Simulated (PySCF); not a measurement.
B(CCH)(H)(OH) (C₂H₃BO), SMILES C#CBO.

Coordinates come from a B3LYP-D3(BJ)/def2-SVP optimisation. The values are those of a single conformer.

All values below come from PBE0/def2-TZVPD (PySCF).

Symmetry labels are those of the subgroup Cs that the program uses (full group Cs).

Computed valence orbital energies around the gap with their symmetry:
| orbital | symmetry | energy (eV) |
|---|---|---|
| HOMO−7 | A' | -16.80 |
| HOMO−6 | A' | -15.17 |
| HOMO−5 | A' | -13.52 |
| HOMO−4 | A' | -12.48 |
| HOMO−3 | A" | -10.92 |
| HOMO−2 | A' | -9.69 |
| HOMO−1 | A" | -8.39 |
| HOMO | A' | -8.11 |
| LUMO | A" | -1.32 |
| LUMO+1 | A' | -0.22 |
| LUMO+2 | A' | 0.79 |
| LUMO+3 | A' | 1.00 |
